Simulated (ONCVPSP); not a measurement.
Br (Z = 35): excitation energies, all-electron against ONCV

ONCVPSP 4.0.1 input, shortened (lines: element, Z, core and valence counts, functional; n l f; lmax; l rc ep ncon nbas qcut; lloc lpopt rc5 dvloc0; l nproj debl; icmod fcfact rcfact), PBE, fully relativistic:

```
  Br 35.00    3    5        4      upf
    1    0    2.00
    2    0    2.00
    2    1    6.00
    3    0    2.00
    3    1    6.00
    3    2   10.00
    4    0    2.00
    4    1    5.00
    2
    0    0.80    0.00    5    8   11.40
    1    1.05    0.00    4    8   14.40
    2    0.85    0.00    4    8   20.00
    4    4    0.60    0.00
    0    3    3.20
    1    2    2.40
    2    2    2.30
    3    3.50    1.00
```

Open shells are filled in proportion to 2j + 1.

In the d channel the program set the typed energies aside and used -2.435, 0.250 Ha (j = l + 1/2; the other j can differ).

Energies are relative to the spin-unpolarised reference configuration 3s2 3p6 3d10 4s2 4p5; without spin polarisation the order of configurations can differ from experiment.

| valence configuration | charge | ΔE all-electron (eV) | error AE − PS (meV) |
| --- | --- | --- | --- |
| 3s2 3p6 3d10 4s2 4p4 | +1 | 12.560 | -1.9 |
| 3s2 3p6 3d10 4s2 4p2 | +3 | 69.317 | -6.7 |

(1) What are ΔE and the potential's error for 3s2 3p6 3d10 4s1 4p5?

(2) What are ΔE and the potential's error for 3s2 3p6 3d10 4s2 4p3?

Note: ghosts flagged at negative energy: s at -819727.0 eV; GHOST(+) flags only above 600 eV. A true bound ghost makes a file unfit for plane-wave use.

Answers

(1) ΔE = 25.554 eV all-electron; the error (AE − PS) is +1.5 meV.

(2) ΔE = 35.327 eV all-electron; the error (AE − PS) is -4.1 meV.
